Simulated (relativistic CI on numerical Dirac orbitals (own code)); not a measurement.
## Electric-dipole transitions in Mo¹²⁺

Calculated at this level of theory: Dirac-Coulomb-Breit CI, KLI orbitals optimised for each configuration, QED by a radiative potential, unscaled Slater integrals (own radial code, finite nucleus).

CI space (outside the closed core [Ar] 3d10): 4s², 4s4p, 4p², 4s4d, 4d², 4s4f, 4p4d, 4f², 4p4f, 4s5s, 4s5p, 4d4f, 4s5d, 4s5f, 4s6s, 4s5g. Levels of other configurations are missing.

```csv
λ vac (Å),Lower,Upper,A (s⁻¹),E lower (cm⁻¹),E upper (cm⁻¹)
206.35,4s4f ³F°2 [27],4s5g ³G3 [68],1.46e+11,1013843,1498454
206.40,4s4f ³F°3 [28],4s5g ³G4 [69],1.50e+11,1014044,1498536
206.49,4s4f ³F°4 [29],4s5g ³G5 [70],1.60e+11,1014357,1498645
223.60,4s4f ¹F°3 [32],4s5g ¹G4 [71],1.53e+11,1060086,1507309
230.85,4p4d ¹F°3 [25],4p4f ¹G4 [61],1.22e+11,922558,1355738
236.65,4s4p ³P°1 [3],4s4d ³D2 [12],4.73e+10,204461,627030
239.17,4p² ¹D2 [8],4p4d ³D°3 [23],5.69e+10,483424,901529
239.95,4p² ³P0 [6],4p4d ³D°1 [19],6.90e+10,464051,880807
243.27,4p² ³P2 [9],4p4d ¹F°3 [25],5.22e+10,511500,922558
243.94,4p4d ³F°3 [16],4p4f ³G4 [43],3.89e+10,847396,1257336
247.47,4p² ³P1 [7],4p4d ³P°2 [20],4.70e+10,482361,886443
247.91,4s4p ³P°2 [4],4s4d ³D3 [13],5.61e+10,226625,629993
249.64,4p4d ³F°4 [18],4p4f ³G5 [45],5.47e+10,865692,1266270
251.45,4p4d ³D°1 [19],4p4f ³D2 [47],7.02e+10,880807,1278506
253.50,4p4d ³D°3 [23],4d² ³F4 [54],1.20e+11,901529,1296013
255.78,4p4d ³D°2 [24],4d² ³F3 [53],8.10e+10,903467,1294431
257.32,4s4d ³D1 [11],4s4f ³F°2 [27],6.16e+10,625216,1013843
257.40,4p4d ³P°2 [20],4p4f ³D3 [46],6.11e+10,886443,1274942
258.39,4s4d ³D2 [12],4s4f ³F°3 [28],6.50e+10,627030,1014044
260.17,4s4d ³D3 [13],4s4f ³F°4 [29],7.27e+10,629993,1014357
260.92,4s4p ¹P°1 [5],4s4d ¹D2 [14],8.20e+10,297012,680276
263.29,4s4d ¹D2 [14],4s4f ¹F°3 [32],1.05e+11,680276,1060086
266.99,4d² ³F3 [53],4d4f ³G°4 [81],1.01e+11,1294431,1668974
267.02,4d² ³F4 [54],4d4f ³G°5 [83],1.21e+11,1296013,1670521
277.08,4p4f ¹G4 [61],4d4f ¹H°5 [90],1.30e+11,1355738,1716646
277.79,4p4f ³G5 [45],4d4f ³H°6 [75],4.20e+10,1266270,1626259
282.67,4d4f ³G°5 [83],4f² ³H6 [94],7.83e+10,1670521,2024295
302.98,4d4f ¹H°5 [90],4f² ¹I6 [99],7.90e+10,1716646,2046696
336.69,4s² ¹S0 [1],4s4p ¹P°1 [5],2.97e+10,0,297012
624.12,4s5d ³D3 [57],4s5f ³F°4 [64],1.49e+10,1299107,1459333
```

Terms are leading LS components. Brackets give the number of a level in order of energy, since labels repeat. The list gives strong lines, with weight on those to low levels, without lines whose two gauges differ by over a factor of 2.5. Levels whose partners in the same complex of configurations lie outside the list can be far off, and so can their lines. Rates are taken at the computed energies, electric ones in the length gauge.

At this charge energies of transitions that change n are usually good to better than 1 %, and those within a shell (Δn = 0) to a few per cent.

LS names give the leading component of a level, which can be under half, so a name can repeat, a term be missing and a line seem to break the LS rules.
